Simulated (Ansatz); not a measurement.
Br$_{3}$Sb (SMILES [Br][Sb]([Br])[Br]), singlet, geometry from GFN2-xTB (all electrons, no relativity). Base run: Ansatz (a quantum-chemistry and plane-wave program) with B3LYP/3-21G.

Input for Ansatz:
Ansatz 0.2 input:
```yaml
crystal:
  periodic: [false, false, false]
  atoms:
    - {symbol: Sb, position_ang: [-0.00413985, -0.01064399, 0.88516115]}
    - {symbol: Br, position_ang: [0.53481106, -2.11563932, -0.45294609]}
    - {symbol: Br, position_ang: [1.57237210, 1.52686154, -0.40429270]}
    - {symbol: Br, position_ang: [-2.10115080, 0.60428760, -0.43256745]}
basis:
  gaussian:
    orbitals: 3-21G.json
hamiltonian:
  xc: b3lyp
```
The basis file holds 3-21G in the JSON format of the Basis Set Exchange.

Each row names what was changed in the base input (with any setting that the change needs).

```tsv
change	basis functions	E (Eh)	core-seconds (rough)
base	102	-13974.24373	3
basis = STO-3G	[?]	[?]	2
basis = def2-SV(P)	122	-7962.06552	5
basis = def2-SVP	122	-7962.06552	6
basis = def2-SVPD	155	-7962.08003	7
basis = def2-TZVPP	194	-7963.02121	10
basis = def2-TZVP	194	-7963.02121	9
basis = def2-TZVPD	[?]	[?]	10
basis = def2-QZVP	307	-7963.18578	20
```

Q: Fill in the missing entries.

A: 
- basis = STO-3G, basis functions: 81
- basis = STO-3G, E (Eh): -13891.52735
- basis = def2-TZVPD, basis functions: 227
- basis = def2-TZVPD, E (Eh): -7963.02283

Totals compare only among sets that treat the same electrons; sets with core potentials leave the core out.
